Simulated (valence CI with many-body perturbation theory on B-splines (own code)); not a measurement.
## E1 line list for Au⁷²⁺

Calculated by valence CI with perturbative core correlation (CI+MBPT): five valence electrons over a frozen Dirac-Fock core [He], radial functions for each j: 9 s, 9 p, 8 d, 6 f, 3 g, 1 h, with the one-electron correlation potential Σ1, the two-electron term Σ2, the three-electron term Σ3, Breit, model QED; selected CI, second order for the rest (own B-spline code, finite nucleus).

No measured spectrum was set against this ion. As an estimate, large intervals hold to a few tenths of a per cent, small ones and those within an open d or f shell to about a per cent. Among the levels kept, up to 1100 cm⁻¹ of a level comes from second order outside the variational space, and about a tenth of that is noise between levels of different J, which matters for small intervals.

Lines 201 to 250 of 262 in falling wavelength, among levels below 13257 eV, chosen from the strongest by gf and those to the six lowest levels. Wavelengths and rates use the calculated energies. Electric multipoles are in the length gauge, E1 and E2 with the static RPA response of the core. Weak lines are less certain than strong ones. Lines between different terms over intervals too small for the method are left out, as are lines whose strength nearly cancels. The highest levels of a list are the least certain.

Levels are named by their leading jj configuration (3d3/2^4 stands for four electrons in 3d with j = 3/2), which in mixed levels can hold well under half, so a name can repeat and another be missing. Letters in brackets count levels of one name in rising energy.

| λ vac (nm) | Upper | Lower | A (s⁻¹) | log gf | Branch % |
| --- | --- | --- | --- | --- | --- |
| 0.1141 | (2s^2 2p1/2 2p3/2 3d3/2) J=3/2 [b] | (2s^2 2p1/2 2p3/2^2) J=5/2 | 2.78e+14 | -0.66 | 11.0 |
| 0.1139 | (2s^2 2p1/2 2p3/2 3d3/2) J=5/2 [b] | (2s^2 2p1/2 2p3/2^2) J=3/2 | 5.09e+13 | -1.23 | 2.1 |
| 0.1138 | (2s^2 2p1/2 2p3/2 3d3/2) J=3/2 [b] | (2s^2 2p1/2 2p3/2^2) J=3/2 | 9.90e+12 | -2.11 | 0.4 |
| 0.1137 | (2s^2 2p1/2 2p3/2 3d3/2) J=1/2 [b] | (2s^2 2p1/2 2p3/2^2) J=3/2 | 1.79e+14 | -1.16 | 6.7 |
| 0.1137 | (2s 2p1/2^2 2p3/2 3d3/2) J=3/2 [b] | (2s 2p1/2^2 2p3/2^2) J=5/2 | 9.07e+13 | -1.15 | 39.1 |
| 0.1136 | (2s 2p1/2^2 2p3/2 3d3/2) J=5/2 [b] | (2s 2p1/2^2 2p3/2^2) J=5/2 | 5.23e+13 | -1.22 | 42.4 |
| 0.1135 | (2s^2 2p1/2 2p3/2 3d5/2) J=3/2 [a] | (2s^2 2p1/2 2p3/2^2) J=1/2 | 9.30e+13 | -1.14 | 6.3 |
| 0.1131 | (2s^2 2p1/2 2p3/2 3d5/2) J=3/2 [b] | (2s^2 2p1/2 2p3/2^2) J=1/2 | 1.84e+15 | 0.15 | 88.6 |
| 0.1131 | (2s^2 2p1/2 2p3/2 3d5/2) J=7/2 [a] | (2s^2 2p1/2 2p3/2^2) J=5/2 | 4.15e+13 | -1.20 | 98.9 |
| 0.1131 | (2s^2 2p1/2 2p3/2 3d5/2) J=1/2 | (2s^2 2p1/2 2p3/2^2) J=1/2 | 2.00e+15 | -0.12 | 91.9 |
| 0.1130 | (2s 2p1/2^2 2p3/2 3d5/2) J=5/2 | (2s 2p1/2^2 2p3/2^2) J=5/2 | 1.45e+15 | 0.22 | 86.4 |
| 0.1130 | (2s 2p1/2^2 2p3/2 3d5/2) J=7/2 | (2s 2p1/2^2 2p3/2^2) J=5/2 | 2.63e+15 | 0.60 | 99.6 |
| 0.1129 | (2s^2 2p1/2^2 3d5/2) J=5/2 | (2s^2 2p1/2^2 2p3/2) J=3/2 | 1.92e+15 | 0.34 | 100.0 |
| 0.1129 | (2s^2 2p1/2 2p3/2 3d5/2) J=3/2 [a] | (2s^2 2p1/2 2p3/2^2) J=5/2 | 8.77e+13 | -1.17 | 6.0 |
| 0.1128 | (2s^2 2p1/2 2p3/2 3d5/2) J=5/2 [a] | (2s^2 2p1/2 2p3/2^2) J=5/2 | 5.65e+14 | -0.19 | 30.0 |
| 0.1127 | (2s^2 2p1/2 2p3/2 3d5/2) J=5/2 [b] | (2s^2 2p1/2 2p3/2^2) J=5/2 | 9.75e+14 | 0.05 | 35.3 |
| 0.1126 | (2s^2 2p1/2 2p3/2 3d5/2) J=3/2 [a] | (2s^2 2p1/2 2p3/2^2) J=3/2 | 1.28e+15 | -0.01 | 87.2 |
| 0.1126 | (2s^2 2p1/2 2p3/2 3d5/2) J=5/2 [a] | (2s^2 2p1/2 2p3/2^2) J=3/2 | 1.31e+15 | 0.17 | 69.5 |
| 0.1126 | (2s^2 2p1/2 2p3/2 3d5/2) J=7/2 [b] | (2s^2 2p1/2 2p3/2^2) J=5/2 | 3.09e+15 | 0.67 | 100.0 |
| 0.1126 | (2s 2p1/2^2 2p3/2 3p3/2) J=3/2 [a] | (2s^2 2p1/2 2p3/2^2) J=1/2 | 1.04e+13 | -2.10 | 2.5 |
| 0.1125 | (2s^2 2p1/2 2p3/2 3d5/2) J=3/2 [b] | (2s^2 2p1/2 2p3/2^2) J=5/2 | 2.22e+14 | -0.77 | 10.7 |
| 0.1124 | (2s^2 2p1/2 2p3/2 3d5/2) J=5/2 [b] | (2s^2 2p1/2 2p3/2^2) J=3/2 | 1.78e+15 | 0.31 | 64.3 |
| 0.1123 | (2s 2p1/2^2 2p3/2 3p3/2) J=1/2 [a] | (2s^2 2p1/2 2p3/2^2) J=1/2 | 3.09e+11 | -3.93 | 0.0 |
| 0.1123 | (2s^2 2p1/2 2p3/2 3d5/2) J=3/2 [b] | (2s^2 2p1/2 2p3/2^2) J=3/2 | 1.19e+13 | -2.04 | 0.6 |
| 0.1122 | (2s^2 2p1/2 2p3/2 3d5/2) J=1/2 | (2s^2 2p1/2 2p3/2^2) J=3/2 | 1.76e+14 | -1.18 | 8.1 |
| 0.1121 | (2s 2p1/2^2 2p3/2 3p3/2) J=7/2 | (2s^2 2p1/2 2p3/2^2) J=5/2 | 2.01e+13 | -1.52 | 82.2 |
| 0.1120 | (2s 2p1/2^2 2p3/2 3p3/2) J=3/2 [a] | (2s^2 2p1/2 2p3/2^2) J=5/2 | 3.31e+12 | -2.60 | 0.8 |
| 0.1118 | (2s 2p1/2^2 2p3/2 3p3/2) J=5/2 [a] | (2s^2 2p1/2 2p3/2^2) J=5/2 | 7.47e+12 | -2.08 | 1.9 |
| 0.1118 | (2s 2p1/2^2 2p3/2 3p3/2) J=3/2 [a] | (2s^2 2p1/2 2p3/2^2) J=3/2 | 1.11e+13 | -2.08 | 2.7 |
| 0.1116 | (2s 2p1/2^2 2p3/2 3p3/2) J=5/2 [a] | (2s^2 2p1/2 2p3/2^2) J=3/2 | 2.70e+13 | -1.52 | 6.9 |
| 0.1114 | (2s 2p1/2^2 2p3/2 3p3/2) J=3/2 [b] | (2s^2 2p1/2 2p3/2^2) J=1/2 | 1.92e+12 | -2.84 | 0.7 |
| 0.1114 | (2s 2p1/2^2 2p3/2 3p3/2) J=1/2 [b] | (2s^2 2p1/2 2p3/2^2) J=1/2 | 1.44e+13 | -2.27 | 30.2 |
| 0.1111 | (2s 2p1/2^2 2p3/2 3p3/2) J=5/2 [b] | (2s^2 2p1/2 2p3/2^2) J=5/2 | 2.07e+12 | -2.64 | 0.6 |
| 0.1109 | (2s 2p1/2^2 2p3/2 3p3/2) J=3/2 [b] | (2s^2 2p1/2 2p3/2^2) J=5/2 | 8.34e+11 | -3.21 | 0.3 |
| 0.1108 | (2s 2p1/2^2 2p3/2 3p3/2) J=5/2 [b] | (2s^2 2p1/2 2p3/2^2) J=3/2 | 1.02e+13 | -1.95 | 3.1 |
| 0.1106 | (2s 2p1/2^2 2p3/2 3p3/2) J=3/2 [b] | (2s^2 2p1/2 2p3/2^2) J=3/2 | 3.90e+12 | -2.54 | 1.4 |
| 0.1106 | (2s 2p1/2^2 2p3/2 3p3/2) J=1/2 [b] | (2s^2 2p1/2 2p3/2^2) J=3/2 | 2.01e+12 | -3.13 | 4.2 |
| 0.1038 | (2s^2 2p1/2 2p3/2 3s) J=3/2 [a] | (2s^2 2p1/2^2 2p3/2) J=3/2 | 3.52e+13 | -1.64 | 17.6 |
| 0.1037 | (2s^2 2p1/2 2p3/2 3s) J=1/2 | (2s^2 2p1/2^2 2p3/2) J=3/2 | 6.29e+13 | -1.69 | 14.4 |
| 0.1036 | (2s^2 2p1/2 2p3/2 3s) J=5/2 | (2s^2 2p1/2^2 2p3/2) J=3/2 | 6.23e+13 | -1.22 | 27.9 |
| 0.1035 | (2s^2 2p1/2 2p3/2 3s) J=3/2 [b] | (2s^2 2p1/2^2 2p3/2) J=3/2 | 3.74e+13 | -1.62 | 9.1 |
| 0.09985 | (2s 2p1/2^2 2p3/2 3p1/2) J=3/2 [a] | (2s^2 2p1/2^2 2p3/2) J=3/2 | 2.65e+14 | -0.80 | 98.7 |
| 0.09985 | (2s 2p1/2^2 2p3/2 3p1/2) J=5/2 | (2s^2 2p1/2^2 2p3/2) J=3/2 | 6.82e+14 | -0.21 | 99.4 |
| 0.09909 | (2s 2p1/2^2 2p3/2 3p1/2) J=1/2 | (2s^2 2p1/2^2 2p3/2) J=3/2 | 6.97e+14 | -0.69 | 96.2 |
| 0.09908 | (2s 2p1/2^2 2p3/2 3p1/2) J=3/2 [b] | (2s^2 2p1/2^2 2p3/2) J=3/2 | 4.54e+14 | -0.57 | 94.0 |
| 0.09732 | (2s^2 2p1/2 2p3/2 3d3/2) J=3/2 [a] | (2s^2 2p1/2^2 2p3/2) J=3/2 | 3.28e+14 | -0.73 | 49.1 |
| 0.09731 | (2s^2 2p1/2 2p3/2 3d3/2) J=5/2 [a] | (2s^2 2p1/2^2 2p3/2) J=3/2 | 8.36e+13 | -1.15 | 33.8 |
| 0.09727 | (2s^2 2p1/2 2p3/2 3d3/2) J=1/2 [a] | (2s^2 2p1/2^2 2p3/2) J=3/2 | 6.57e+13 | -1.73 | 18.0 |
| 0.09706 | (2s^2 2p1/2 2p3/2 3d3/2) J=5/2 [b] | (2s^2 2p1/2^2 2p3/2) J=3/2 | 2.37e+15 | 0.30 | 96.6 |
| 0.09702 | (2s^2 2p1/2 2p3/2 3d3/2) J=3/2 [b] | (2s^2 2p1/2^2 2p3/2) J=3/2 | 2.13e+15 | 0.08 | 84.1 |

(1) How does gf follow from A for the line at 0.1036 nm?

## Answers

(1) gf = 1.4992 × (2J+1)_upper × A / σ², with σ = 96532313 cm⁻¹ and 2J+1 = 6: gf = 0.0601.
